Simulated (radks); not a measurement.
The numbers below are computed, except where a source is named.
Task: These are the eigenvalues of the occupied orbitals of an atom or ion with whole-number occupations (hartree). Level of theory: scalar-relativistic Kohn-Sham, PBE, spin-unpolarised, spherical densities, point nucleus (a radial shooting solver on a logarithmic mesh with Libxc functionals).

1s: -1251.485
2s: -262.7904
2p: -245.4886
3s: -104.6597
3p: -99.27070

Which element is it, and in what charge state? The configuration may be excited.

Result: Z = 52, tellurium, charge +39: Te39+ in [Ne] 3s2 3p1. The list shows which subshells hold electrons but not how many an open one holds; the 1s level, -1251.5 hartree, gives Z - s = 50.0 by -(Z - s)^2/2, which with screening and relativity narrows Z to a few neighbours, and the depths of the outer levels then fix element, charge and occupations together.
